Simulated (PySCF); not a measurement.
**B⁺: ionisation energy**

B⁺ [He] 2s2 (1S) → B²⁺ [He] 2s1 (2S), as a difference of total energies. Computed with PySCF 2.14 in jorge-DZP-DKH (4s2p1d, 15 functions), with scalar relativity by spin-free X2C-1e. Correlated levels: valence: 1s2 frozen. The calculations carry no spin-orbit coupling.

```json
{"method": "UHF", "ionisation energy (eV)": "23.437"}
{"method": "TPSS", "ionisation energy (eV)": "24.648"}
{"method": "BP86", "ionisation energy (eV)": "24.680"}
{"method": "MP2 (valence)", "ionisation energy (eV)": "24.341"}
{"method": "SCS-MP2 (valence)", "ionisation energy (eV)": "24.522"}
{"method": "CCSD (valence)", "ionisation energy (eV)": "25.048"}
```

Errors of the correlated levels include the incompleteness of this basis and the frozen core.

With two correlated electrons CCSD is exact in that space.

The coupled-cluster amplitudes are large for B⁺ (T1 above 0.03 or a double amplitude above 0.15), so a single reference is strained.

Problem. Which method comes closest to the reference value, and which is furthest?

Solution. The reference is 25.155 eV (measured; NIST Atomic Spectra Database, ionization energies). Closest: CCSD (valence) (error -0.107 eV); furthest: UHF (error -1.718 eV).
